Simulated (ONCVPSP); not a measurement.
# Reading a pseudo-wave (silver (Ag))

Columns: radius, all-electron u(r) and pseudo u(r) of the 4d shell (level -7.45 eV) of silver in the configuration [Ar] 3d10 4s2 4p6 4d10 5s1; PBEsol, scalar-relativistic, ONCV scheme, ONCVPSP 4.0.1.

| r (bohr) | all-electron | pseudo |
| --- | --- | --- |
| 0.080 | -0.1459 | 0.0023 |
| 0.160 | -0.3881 | 0.0176 |
| 0.240 | -0.4428 | 0.0561 |
| 0.320 | -0.3151 | 0.1234 |
| 0.400 | -0.0938 | 0.2187 |
| 0.480 | 0.1493 | 0.3362 |
| 0.560 | 0.3724 | 0.4654 |
| 0.640 | 0.5562 | 0.5937 |
| 0.720 | 0.6958 | 0.7089 |
| 0.800 | 0.7931 | 0.8017 |
| 0.880 | 0.8537 | 0.8668 |
| 0.960 | 0.8850 | 0.9034 |
| 1.040 | 0.8936 | 0.9142 |
| 1.120 | 0.8855 | 0.9040 |
| 1.200 | 0.8656 | 0.8789 |
| 1.280 | 0.8376 | 0.8450 |
| 1.360 | 0.8043 | 0.8073 |
| 1.440 | 0.7679 | 0.7685 |
| 1.520 | 0.7299 | 0.7299 |
| 1.600 | 0.6916 | 0.6915 |
| 1.680 | 0.6535 | 0.6534 |
| 1.760 | 0.6163 | 0.6163 |
| 1.840 | 0.5804 | 0.5804 |
| 1.920 | 0.5460 | 0.5459 |
| 2.000 | 0.5131 | 0.5131 |
| 2.080 | 0.4820 | 0.4819 |

How many radial nodes do the two functions have?

The all-electron 4d function has n − l − 1 = 1; the pseudo-wave has 0, since the states of the same l below it are removed with the core.

At about which radius was the pseudo-wave matched?

1.60 bohr, where the columns begin to agree (steps of 0.08 bohr).

Is the pseudo-wave norm-conserving?

Yes: the ONCV scheme keeps the norm inside the radius equal to the all-electron one, which fixes the energy derivative of the logarithmic derivative at the level.
